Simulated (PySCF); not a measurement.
## Correlation energy of Mn (manganese, neutral)

[Ar] 3d5 4s2, high-spin 6S determinant. Computed with PySCF 2.14 in def2-QZVPPD, with the non-relativistic Hamiltonian (point nucleus). Frozen: [Ar]; 7 electrons correlated.

```json
{"level": "CCSD", "correlation energy (mhartree)": "-138.69"}
{"level": "(T)", "correlation energy (mhartree)": "-4.43"}
{"level": "CCSD(T)", "correlation energy (mhartree)": "-143.12"}
```

Diagnostics: T1 = 0.025, D1 = 0.0804, largest double amplitude 0.070.

Cost of the coupled-cluster step: about 50 core-seconds, for 7 correlated electrons.
